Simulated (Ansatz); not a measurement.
The same molecule with X = B, Al, Ga. Ansatz, PBE0-D4/def2-TZVP geometries, multiplicity 2.

Scalar relativity is left out up to krypton.

```
 X                molecule  mean X–C bond length / Å  mean X–F bond length / Å  size of the dipole moment (PBE/def2-TZVPP) / D  size of the dipole moment (B3LYP/def2-TZVPP) / D  ideal-gas entropy at 298 K and 1 bar (rigid rotor, harmonic PBE0-D4/def2-TZVP) / J/(mol·K)
Al  `[CH2][Al]([CH3])[F]`•                     1.928                     1.657                                            1.90                                              1.94                                                                                         343
Ga  `[CH2][Ga]([CH3])[F]`•                     1.936                     1.771                                            2.69                                              2.82                                                                                         356
```

Question: Give the row for X = B, `[CH2]B(C)F`•. (An estimate is asked.)

Answer: The calculation gave: 
```csv
X,molecule,mean X–C bond length / Å,mean X–F bond length / Å,size of the dipole moment (PBE/def2-TZVPP) / D,size of the dipole moment (B3LYP/def2-TZVPP) / D,"ideal-gas entropy at 298 K and 1 bar (rigid rotor, harmonic PBE0-D4/def2-TZVP) / J/(mol·K)"
B,`[CH2]B(C)F`•,1.549,1.342,1.42,1.52,314
```

From B to Ga the mean X–C bond length rises at each step, by 0.387 Å in all; the mean X–F bond length rises at each step, by 0.429 Å in all; the ideal-gas entropy at 298 K and 1 bar (rigid rotor, harmonic PBE0-D4/def2-TZVP) rises at each step, by 42 J/(mol·K) in all. Dipoles are sizes alone, and their direction can turn along the series.

B3LYP here is the variant with VWN-RPA as its local correlation; programs differ in this.
